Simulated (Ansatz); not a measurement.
Gas-phase electronic energies from Ansatz, PBE0-D4/def2-TZVP geometries. CCSD(T)/CBS adds triple-zeta CCSD(T) − MP2 to the extrapolated MP2 energy (def2 sets, frozen cores). This one scheme is used for every species. DFT in def2-TZVPP. B3LYP here is the variant with VWN-RPA as its local correlation; programs differ in this. One conformer a species, not always the lowest.

Consider the substitution at a C–C bond: `CCCCC(CC)CO` + `[AlH2][SH]` → `CCC[S][AlH2]` + `CCC(C)CO`.

| level | ΔE (kJ/mol) | difference from CCSD(T)/CBS |
| --- | --- | --- |
| PBE-D4 | 0.9 | -6.7 |
| r2SCAN-D4 | 3.7 | -3.9 |
| PBE0-D4 | 4.6 | -3.0 |
| B3LYP-D4 | 3.1 | -4.5 |
| ωB97X-V | 8.8 | 1.2 |
| ωB97M-V | 8.8 | 1.2 |
| B2PLYP | 2.5 | -5.1 |
| PBE | -2.5 | -10.1 |
| r2SCAN | 1.7 | -5.9 |
| PBE0 | 1.4 | -6.2 |
| B3LYP | -1.0 | -8.6 |
| HF/def2-TZVPP | 3.6 | -4.0 |
| MP2/def2-TZVPP | 8.8 | 1.2 |
| SCS-MP2/def2-TZVPP | 7.8 | 0.2 |
| CCSD/def2-TZVPP | 12.2 | 4.6 |
| CCSD(T)/def2-TZVPP | 11.2 | 3.6 |
| HF/def2-QZVPP | 3.3 | -4.3 |
| MP2/def2-QZVPP | 6.6 | -1.0 |
| SCS-MP2/def2-QZVPP | 5.7 | -1.9 |
| HF/CBS(def2) | 3.3 | -4.3 |
| MP2/CBS(def2) | 5.1 | -2.5 |
| CCSD/CBS(def2) | 8.5 | 0.9 |
| CCSD(T)/CBS | 7.6 | 0 |

Largest T1 diagnostic among the species: 0.011.

The D4 term adds +4.1 kJ/mol with B3LYP and +3.2 kJ/mol with PBE0; it sums over pairs of atoms, weighted by their polarisabilities, and B3LYP, whose exchange is more repulsive, gets the larger term. From PBE to PBE0 (25 % exact exchange), in def2-TZVPP and without D4, ΔE moves by +3.9 kJ/mol.
